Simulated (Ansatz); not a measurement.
Consider the substitution at a C–Si bond: `S[SiH2]CCl` + HCl → `ClCCl` + `[SiH3]S`.

Gas-phase electronic energies from Ansatz, PBE0-D4/def2-TZVP geometries. CBS: MP2 limit from def2 TZ/QZ plus the TZ coupled-cluster correction, frozen cores. This one scheme is used for every species. Functionals use def2-TZVPP. B3LYP here is the variant with VWN-RPA as its local correlation; programs differ in this. HSE06 is defined as in plane-wave codes. Each species was taken in one conformer, which may not be the lowest.

```json
{"level": "LDA (SPW92)", "ΔE (kJ/mol)": "67.3", "difference from CCSD(T)/CBS": "-4.4"}
{"level": "PBE-D4", "ΔE (kJ/mol)": "65.2", "difference from CCSD(T)/CBS": "-6.5"}
{"level": "revPBE-D4", "ΔE (kJ/mol)": "64.6", "difference from CCSD(T)/CBS": "-7.1"}
{"level": "BLYP-D4", "ΔE (kJ/mol)": "63.9", "difference from CCSD(T)/CBS": "-7.8"}
{"level": "r2SCAN-D4", "ΔE (kJ/mol)": "68.8", "difference from CCSD(T)/CBS": "-2.9"}
{"level": "B97M-V", "ΔE (kJ/mol)": "69.5", "difference from CCSD(T)/CBS": "-2.2"}
{"level": "PBE0-D4", "ΔE (kJ/mol)": "68.8", "difference from CCSD(T)/CBS": "-2.9"}
{"level": "B3LYP-D4", "ΔE (kJ/mol)": "67.1", "difference from CCSD(T)/CBS": "-4.6"}
{"level": "r2SCANh-D4", "ΔE (kJ/mol)": "69.8", "difference from CCSD(T)/CBS": "-1.9"}
{"level": "r2SCAN0-D4", "ΔE (kJ/mol)": "70.9", "difference from CCSD(T)/CBS": "-0.8"}
{"level": "HSE06-D4", "ΔE (kJ/mol)": "68.6", "difference from CCSD(T)/CBS": "-3.1"}
{"level": "BHLYP-D4", "ΔE (kJ/mol)": "70.3", "difference from CCSD(T)/CBS": "-1.4"}
{"level": "CAM-B3LYP-D4", "ΔE (kJ/mol)": "68.1", "difference from CCSD(T)/CBS": "-3.6"}
{"level": "ωB97X-V", "ΔE (kJ/mol)": "66.5", "difference from CCSD(T)/CBS": "-5.2"}
{"level": "ωB97M-V", "ΔE (kJ/mol)": "70.0", "difference from CCSD(T)/CBS": "-1.7"}
{"level": "B2PLYP", "ΔE (kJ/mol)": "65.9", "difference from CCSD(T)/CBS": "-5.8"}
{"level": "PBE", "ΔE (kJ/mol)": "61.5", "difference from CCSD(T)/CBS": "-10.2"}
{"level": "revPBE", "ΔE (kJ/mol)": "58.8", "difference from CCSD(T)/CBS": "-12.9"}
{"level": "BLYP", "ΔE (kJ/mol)": "57.1", "difference from CCSD(T)/CBS": "-14.6"}
{"level": "r2SCAN", "ΔE (kJ/mol)": "67.6", "difference from CCSD(T)/CBS": "-4.1"}
{"level": "B3LYP", "ΔE (kJ/mol)": "61.3", "difference from CCSD(T)/CBS": "-10.4"}
{"level": "r2SCANh", "ΔE (kJ/mol)": "68.4", "difference from CCSD(T)/CBS": "-3.3"}
{"level": "r2SCAN0", "ΔE (kJ/mol)": "69.4", "difference from CCSD(T)/CBS": "-2.3"}
{"level": "HSE06", "ΔE (kJ/mol)": "65.3", "difference from CCSD(T)/CBS": "-6.4"}
{"level": "BHLYP", "ΔE (kJ/mol)": "64.9", "difference from CCSD(T)/CBS": "-6.8"}
{"level": "CAM-B3LYP", "ΔE (kJ/mol)": "64.4", "difference from CCSD(T)/CBS": "-7.3"}
{"level": "LC-ωPBE", "ΔE (kJ/mol)": "68.7", "difference from CCSD(T)/CBS": "-3.0"}
{"level": "RPA@PBE/def2-TZVPP", "ΔE (kJ/mol)": "66.5", "difference from CCSD(T)/CBS": "-5.2"}
{"level": "HF/def2-SVP", "ΔE (kJ/mol)": "68.5", "difference from CCSD(T)/CBS": "-3.2"}
{"level": "MP2/def2-SVP", "ΔE (kJ/mol)": "72.1", "difference from CCSD(T)/CBS": "0.4"}
{"level": "CCSD(T)/def2-SVP", "ΔE (kJ/mol)": "69.4", "difference from CCSD(T)/CBS": "-2.3"}
{"level": "HF/def2-TZVPP", "ΔE (kJ/mol)": "62.9", "difference from CCSD(T)/CBS": "-8.8"}
{"level": "MP2/def2-TZVPP", "ΔE (kJ/mol)": "73.5", "difference from CCSD(T)/CBS": "1.8"}
{"level": "SCS-MP2/def2-TZVPP", "ΔE (kJ/mol)": "68.5", "difference from CCSD(T)/CBS": "-3.2"}
{"level": "CCSD(T)/def2-TZVPP", "ΔE (kJ/mol)": "71.8", "difference from CCSD(T)/CBS": "0.1"}
{"level": "HF/def2-QZVPP", "ΔE (kJ/mol)": "62.9", "difference from CCSD(T)/CBS": "-8.8"}
{"level": "SCS-MP2/def2-QZVPP", "ΔE (kJ/mol)": "68.8", "difference from CCSD(T)/CBS": "-2.9"}
{"level": "HF/CBS(def2)", "ΔE (kJ/mol)": "62.9", "difference from CCSD(T)/CBS": "-8.8"}
{"level": "MP2/CBS(def2)", "ΔE (kJ/mol)": "73.4", "difference from CCSD(T)/CBS": "1.7"}
{"level": "CCSD/CBS(def2)", "ΔE (kJ/mol)": "71.7", "difference from CCSD(T)/CBS": "0.0"}
{"level": "CCSD(T)/CBS", "ΔE (kJ/mol)": "71.7", "difference from CCSD(T)/CBS": "0"}
```

Largest T1 diagnostic among the species: 0.011.

In def2-TZVPP, CCSD(T) changes the Hartree–Fock value by +8.9 kJ/mol (the triples alone add −0.0 kJ/mol) and MP2 by +10.6 kJ/mol. The D4 term adds +5.8 kJ/mol with B3LYP and +3.5 kJ/mol with PBE0; it sums over pairs of atoms, weighted by their polarisabilities, and B3LYP, whose exchange is more repulsive, gets the larger term.
